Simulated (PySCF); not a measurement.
formate (CHO₂), SMILES O=C[O-], charge -1. Atoms are numbered in the order given.

```xyz
4

O      0.0000     1.1310    -0.2084
C      0.0000     0.0000     0.3136
O      0.0000    -1.1310    -0.2084
H      0.0000     0.0000     1.4521
```
Charge -1, spin multiplicity 1.

Coordinates come from a PBE0-D3(BJ)/def2-TZVPD optimisation.

Method: PBE0/pcJ-1 (PySCF).

Isotropic couplings with Fermi-contact, spin-dipole and both spin-orbit terms, one fixed conformer, no vibrational averaging. Isotopes: 13C, 1H.

Computed spin–spin coupling constants:
```json
[
 {"pair": "C2–H4", "bonds apart": "1", "J (Hz)": "143.0"}
]
```
